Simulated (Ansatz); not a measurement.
`[Cl][Ge]([Cl])([Cl])[I]` and `[Cl][Ge]([Cl])([Cl])[Br]` differ in one atom or group.

Ansatz, PBE0-D4/def2-TZVP geometries, multiplicity 1. 

Elements past krypton have def2 core potentials. Scalar relativity is left out up to krypton. Spin–orbit coupling is left out; it splits and shifts lone-pair levels of the heavy atoms by tenths of an eV.

| property | `[Cl][Ge]([Cl])([Cl])[I]` |
| --- | --- |
| HOMO energy (B3LYP/def2-TZVPP) / eV | -8.16 |
| zero-point energy (PBE0-D4/def2-TZVP) / kJ/mol | 13.3 |
| HOMO energy (PBE/def2-TZVPP) / eV | -7.23 |
| size of the dipole moment (B3LYP/def2-TZVPP) / D | 1.04 |
| size of the dipole moment (PBE/def2-TZVPP) / D | 0.98 |
| HOMO–LUMO gap (PBE0/def2-TZVPP) / eV | 5.75 |

Q: What does the change do to each property? (Best estimate.)

A: Computed: 
| property | `[Cl][Ge]([Cl])([Cl])[Br]` | shift |
| --- | --- | --- |
| HOMO energy (B3LYP/def2-TZVPP) / eV | -8.89 | -0.73 |
| zero-point energy (PBE0-D4/def2-TZVP) / kJ/mol | 14.0 | 0.7 |
| HOMO energy (PBE/def2-TZVPP) / eV | -7.83 | -0.60 |
| size of the dipole moment (B3LYP/def2-TZVPP) / D | 0.32 | -0.72 |
| size of the dipole moment (PBE/def2-TZVPP) / D | 0.31 | -0.67 |
| HOMO–LUMO gap (PBE0/def2-TZVPP) / eV | 6.77 | 1.02 |

With PBE0 the HOMO falls by 0.76 eV and the LUMO rises by 0.26 eV, so the gap widens by about 1.02 eV. PBE moves the HOMO by -0.60 eV and ωB97M-V by -0.84 eV. Dipoles are sizes alone; their direction can turn.

B3LYP here is the variant with VWN-RPA as its local correlation; programs differ in this.
